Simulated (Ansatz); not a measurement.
`BC=C=C=C` + `CNCF` → `BN(C)CF` + `C=C=C=C`  (ligand exchange at a B–C bond)

Program: Ansatz. Geometries: PBE0-D4/def2-TZVP. ΔE: electronic, gas phase. CCSD(T)/CBS adds triple-zeta CCSD(T) − MP2 to the extrapolated MP2 energy (def2 sets, frozen cores). Functionals use def2-TZVPP. B3LYP here is the variant with VWN-RPA as its local correlation; programs differ in this. Each species was taken in one conformer, which may not be the lowest.

(1) Is it downhill or uphill in electronic energy at CCSD(T)/CBS, and by how much? (An estimate is asked.)

(2) What do these levels give: r2SCAN-D4, PBE0-D4, B3LYP-D4, ωB97X-V, ωB97M-V, B2PLYP, HF/def2-TZVPP, CCSD(T)/def2-TZVPP, HF/def2-QZVPP, MP2/def2-QZVPP, HF/CBS(def2), MP2/CBS(def2)? (An estimate is asked.)

Largest T1 diagnostic among the species: 0.014.

Results:

(1) Ansatz gave: Downhill: ΔE = -26.1 kcal/mol.

(2) The calculation gave: r2SCAN-D4 -24.7, PBE0-D4 -24.8, B3LYP-D4 -25.0, ωB97X-V -25.4, ωB97M-V -25.9, B2PLYP -25.0, HF/def2-TZVPP -23.4, CCSD(T)/def2-TZVPP -26.6, HF/def2-QZVPP -23.4, MP2/def2-QZVPP -25.6, HF/CBS(def2) -23.4, MP2/CBS(def2) -25.4 kcal/mol.

In def2-TZVPP, CCSD(T) changes the Hartree–Fock value by −3.1 kcal/mol (the triples alone add −0.2 kcal/mol) and MP2 by −2.4 kcal/mol.
